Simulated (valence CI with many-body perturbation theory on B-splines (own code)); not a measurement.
Sensitivity of CI+MBPT for Se¹¹⁺

Computed by valence CI with perturbative core correlation (CI+MBPT): five valence electrons over a frozen Dirac-Fock core [Ar], a basis of 6 s, 6 p, 5 d, 5 f, 1 g functions for each j, with the one-electron correlation potential Σ1 (screened to all orders), the two-electron term Σ2, the three-electron term Σ3, Breit, model QED; selected single and double excitations, second order for the rest, scaled by the run's own slope (own B-spline code, finite nucleus).

No measured levels were compared; by estimate terms of the open shell hold to 2 to 4 % of their energy, and close levels can change places. Among the levels kept, up to 370 cm⁻¹ of a level comes from second order outside the variational space, and about a tenth of that is noise between levels of different J, which matters for small intervals. Only levels of the ground parity were solved; by the run's estimate the other parity begins above the list, which can be wrong where configurations are misplaced.

The reference run has the lowest level 3d5 6S_5/2 and an ionisation energy of 342.005 eV. Its largest variational space holds 9984 state functions.

Names give the largest LS component (configuration and term), which can be under half, so a name can repeat, a term be missing and a line seem to break the LS rules; names also repeat where a configuration has a term twice.

| Level | Reference (cm⁻¹) | Shift (cm⁻¹) |
| --- | --- | --- |
| 3d5 4G_5/2 | 66248 | -181 |
| 3d5 4G_11/2 | 66715 | -114 |
| 3d5 4G_7/2 | 66929 | -130 |
| 3d5 4G_9/2 | 67214 | -102 |
| 3d5 4P_5/2 | 72028 | -276 |
| 3d5 4P_3/2 | 73560 | -230 |
| 3d5 4P_1/2 | 75275 | -169 |
| 3d5 4D_7/2 | 80874 | -147 |
| 3d5 4D_1/2 | 83186 | -61 |
| 3d5 4D_5/2 | 84157 | -52 |
| 3d5 4D_3/2 | 84407 | -27 |
| 3d5 2I_11/2 | 96202 | -208 |

The ionisation energy moves by -1.296 eV.

Question: Which of these changes was made?
A. scale of Σ1 1 → 0
B. screening of Σ1 on → off
C. size limit of the variational space 10000 → 1500
D. shift of the energy in Σ1 (hartree) 0 → -4.267

Answer: D. shift of the energy in Σ1 (hartree) 0 → -4.267.
